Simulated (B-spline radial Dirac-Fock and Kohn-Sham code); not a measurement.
## Zn 3d5/2: cross section and angular parameters

System: the free zinc atom in the configuration 1s2 2s2 2p6 3s2 3p6 3d10 4s2; threshold 15.56 eV (orbital energy of the model). Method: Dirac-Hartree-Slater photoionisation with a Latter tail; cross sections with all multipoles, angular parameters from the dipole term and its interference with E2. Computed with a B-spline atomic structure program.

| hν (eV) | σ (kb) | β | γ | δ |
| --- | --- | --- | --- | --- |
| 55.1 | 5530 | 0.132 | -0.003 | 0.012 |
| 60 | 5630 | 0.199 | -0.002 | 0.012 |
| 66.5 | 5640 | 0.278 | -0.001 | 0.013 |
| 143 | 3250 | 0.810 | 0.020 | 0.019 |
| 178 | 2330 | 0.933 | 0.032 | 0.021 |
| 300 | 810 | 1.142 | 0.083 | 0.029 |
| 320 | 694 | 1.159 | 0.093 | 0.030 |
| 395 | 408 | 1.199 | 0.131 | 0.034 |
| 400 | 395 | 1.200 | 0.133 | 0.034 |
| 607 | 122 | 1.210 | 0.242 | 0.046 |
| 800 | 52.0 | 1.172 | 0.334 | 0.056 |
| 927 | 32.4 | 1.139 | 0.388 | 0.063 |
| 1000 | 25.2 | 1.119 | 0.416 | 0.067 |
| 1253.6 | 11.8 | 1.051 | 0.502 | 0.082 |
| 1720 | 3.89 | 0.937 | 0.621 | 0.109 |
| 2060 | 2.02 | 0.868 | 0.685 | 0.129 |
| 2380 | ? | ? | ? | ? |
| 2690 | 0.746 | 0.767 | 0.776 | 0.166 |
| 3010 | 0.486 | 0.726 | 0.812 | 0.184 |
| 3370 | 0.314 | 0.686 | 0.848 | 0.203 |
| 3460 | 0.284 | 0.677 | 0.856 | 0.208 |
| 3640 | 0.232 | 0.660 | 0.872 | 0.218 |
| 3680 | 0.223 | 0.656 | 0.876 | 0.220 |
| 4000 | 0.160 | 0.628 | 0.902 | 0.237 |
| 5320 | 0.0508 | 0.536 | 0.988 | 0.303 |
| 5960 | 0.0318 | 0.501 | 1.018 | 0.333 |
| 6430 | 0.0232 | 0.478 | 1.036 | 0.355 |
| 10100 | 0.00338 | 0.356 | 1.101 | 0.506 |
| 12000 | 0.00160 | 0.318 | 1.112 | 0.574 |
| 15000 | 0.000601 | 0.274 | 1.120 | 0.674 |

Task: Give the values at 2380 eV.

Result: σ = 1.18 kb, β = 0.813, γ = 0.735, δ = 0.148.
